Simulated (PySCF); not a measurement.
Ligands exchanged one at a time, Si OCH3-C2H5. All species are isolated molecules in the gas phase. One relaxed conformer stands for each flexible species; it need not be the lowest. Strings in code marks are SMILES.

The S1 excitation (TDA) from two functionals at the same geometries (B3LYP-D3(BJ)/def2-SVP), both in PySCF: PBE-D3(BJ)/def2-TZVP and TPSSh-D3(BJ)/def2-TZVP. Excitations are Tamm–Dancoff values on a coarser integration grid. The basis has no diffuse functions, so Rydberg states are missing or too high.

```json
[
 {"species": "0 of 4 OCH3 replaced by C2H5", "TPSSh-D3(BJ)/def2-TZVP (eV)": "7.51"},
 {"species": "1 of 4 OCH3 replaced by C2H5 (`O(C)[Si](OC)(OC)CC`)", "TPSSh-D3(BJ)/def2-TZVP (eV)": "7.36"},
 {"species": "2 of 4 OCH3 replaced by C2H5 (`C([Si](OC)(OC)CC)C`)", "TPSSh-D3(BJ)/def2-TZVP (eV)": "6.89"},
 {"species": "4 of 4 OCH3 replaced by C2H5", "TPSSh-D3(BJ)/def2-TZVP (eV)": "7.26"}
]
```

What does PBE-D3(BJ)/def2-TZVP give for each?


- 0 of 4 OCH3 replaced by C2H5: 6.67
- 1 of 4 OCH3 replaced by C2H5 (`O(C)[Si](OC)(OC)CC`): 6.56
- 2 of 4 OCH3 replaced by C2H5 (`C([Si](OC)(OC)CC)C`): 6.12
- 4 of 4 OCH3 replaced by C2H5: 6.52
Over these rows, drawn at random from the members with no instability flagged (it was tested for open shells, ions and some series alone), PBE minus TPSSh-D3(BJ): mean -0.78 eV, from -0.83 eV to -0.74 eV.
